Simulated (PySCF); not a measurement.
**Zinc: highly charged ions in a basis for the neutral atom**

Zn²³⁺ [He] 2s2 2p3, Zn²⁴⁺ [He] 2s2 2p2. All numbers are calculated (PySCF 2.14, the non-relativistic Hamiltonian (point nucleus), in 6-31G*). No spin-orbit coupling, so a gap to NIST mixes the basis error with missing relativistic terms.

Changed run: basis of the neutral atom used for a highly charged ion. This setting is unsound on purpose.

```
species  method  sound run (hartree)  changed run (hartree)  converged
  Zn²³⁺     UHF              not run            -1335.93837        yes
  Zn²³⁺   B3LYP              not run            -1335.97186        yes
  Zn²³⁺    PBE0              not run            -1335.89019        yes
  Zn²⁴⁺     UHF              not run            -1254.10122        yes
  Zn²⁴⁺   B3LYP              not run            -1254.15030        yes
  Zn²⁴⁺    PBE0              not run            -1254.08229        yes
```

Ionisation energy of Zn²³⁺:

| method | changed run (eV) | NIST (eV) |
| --- | --- | --- |
| UHF | 2226.9 | 2214 ± 8 |
| B3LYP | 2226.5 | 2214 ± 8 |
| PBE0 | 2226.1 | 2214 ± 8 |

The contracted functions were made for the neutral atom and can be too rigid for a highly charged ion.
